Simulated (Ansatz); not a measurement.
Geometry optimisation, RKS r2SCANh-D4/STO-3G in Ansatz.

input.yaml

```yaml
crystal:
  periodic: [false, false, false]
  atoms:
    - { symbol: F, position_ang: [-1.6966, -1.5739, 1.8418] }
    - { symbol: C, position_ang: [-0.8951, -0.5631, 1.3343] }
    - { symbol: C, position_ang: [-0.0524, -1.1608, 0.2227] }
    - { symbol: B, position_ang: [1.0972, -0.0895, -0.3411] }
    - { symbol: Si, position_ang: [0.4227, 1.4549, -1.3421] }
    - { symbol: H, position_ang: [-0.2593, -0.1675, 2.1666] }
    - { symbol: H, position_ang: [-1.4742, 0.2792, 0.9369] }
    - { symbol: H, position_ang: [0.5834, -2.0075, 0.6437] }
    - { symbol: H, position_ang: [-0.6569, -1.5089, -0.5521] }
    - { symbol: H, position_ang: [2.1845, -0.296, -0.2003] }
    - { symbol: H, position_ang: [-0.3814, 1.0287, -2.4636] }
    - { symbol: H, position_ang: [1.6066, 2.2387, -1.7658] }
    - { symbol: H, position_ang: [-0.458, 2.3311, -0.4663] }
basis:
  gaussian: { orbitals: STO-3G }
hamiltonian:
  xc: r2scanh
  dispersion: d4
relax:
  f_tol: 0.02
  max_steps: 40
scf:
  lower_state_search: "off"
```

Run as:

```bash
$ ansatz run input.yaml --threads 1 --pin off --max-ram 2048MiB --backend cpu --events-out ev --progress --plain --runs-dir out
```

**Question.** Where does it end, and by what steps?

**Answer.** The forces met the threshold. The force dipped under the threshold on the way, but the program's further checks kept it going. Limits of this set-up: minimal basis. After 38 steps the energy has fallen by 0.655 eV; H10 moved furthest, 1.81 Å.

```csv
step,energy less start (eV),largest force component (eV/Å),accepted
0,0.0000,6.273,yes
2,-0.5874,0.461,yes
4,-0.6035,0.066,yes
6,-0.6040,0.025,yes
8,-0.6053,0.147,yes
10,-0.6119,0.085,yes
12,-0.6149,0.101,yes
14,-0.6179,0.121,yes
16,-0.6204,0.088,yes
18,-0.6225,0.189,yes
20,-0.6258,0.014,yes
22,-0.6268,0.235,no
24,-0.6339,0.119,yes
26,-0.6378,0.165,yes
28,-0.6486,0.164,yes
30,-0.6405,0.404,no
32,-0.6531,0.042,yes
34,-0.6540,0.077,yes
36,-0.6550,0.036,yes
38,-0.6552,0.006,yes
```

```xyz
13
Properties=species:S:1:pos:R:3
F -1.436 -2.288 1.793
C -0.736 -1.079 1.672
C -0.331 -0.792 0.186
B 0.570 0.470 -0.028
Si 0.677 1.450 -1.726
H 0.188 -1.104 2.297
H -1.365 -0.239 2.048
H 0.288 -1.644 -0.159
H -1.228 -0.806 -0.450
H 1.244 0.810 0.873
H -0.135 0.875 -2.770
H 2.042 1.501 -2.195
H 0.243 2.814 -1.525
```

Whether the end is a true minimum wasn't checked by a vibrational analysis.

The run took 110 s on 1 thread of Arm Neoverse V2, with other jobs on the host, peak memory 0.14 GiB.
